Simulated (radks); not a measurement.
Values are calculated unless marked as measured or tabulated.
Task: These are the eigenvalues of the occupied orbitals of an atom or ion with whole-number occupations (eV). Code: a radial shooting solver on a logarithmic mesh with Libxc functionals. Model: scalar-relativistic Kohn-Sham, r2SCAN, spin-polarised, spherical densities, finite nucleus; meta-GGA in the generalised Kohn-Sham scheme; Fermi nuclear charge, rms radius of each element as measured or else 0.836 A^(1/3) + 0.57 fm.

| orbital | eigenvalue |
|---|---|
| 1s down | -18856.44 |
| 1s up | -18856.41 |
| 2s up | -2654.490 |
| 2s down | -2653.998 |
| 2p up | -2368.302 |
| 2p down | -2367.957 |
| 3s up | -452.9794 |
| 3s down | -452.8231 |
| 3p up | -358.5160 |
| 3p down | -358.3143 |
| 3d up | -204.6586 |
| 3d down | -204.2658 |
| 4s up | -67.1122 |
| 4s down | -64.6284 |
| 4p up | -42.8159 |
| 4p down | -39.8634 |
| 4d up | -10.1916 |

Which element is it, and in what charge state? The configuration may be excited. Open shells, if any, are filled with parallel spins first.

Result: Z = 41, niobium, charge +1: Nb+ in [Kr] 4d4. The list shows which subshells hold electrons but not how many an open one holds; the 1s level, -692.96 hartree, gives Z - s = 37.2 by -(Z - s)^2/2, which with screening and relativity narrows Z to a few neighbours, and the depths of the outer levels then fix element, charge and occupations together.
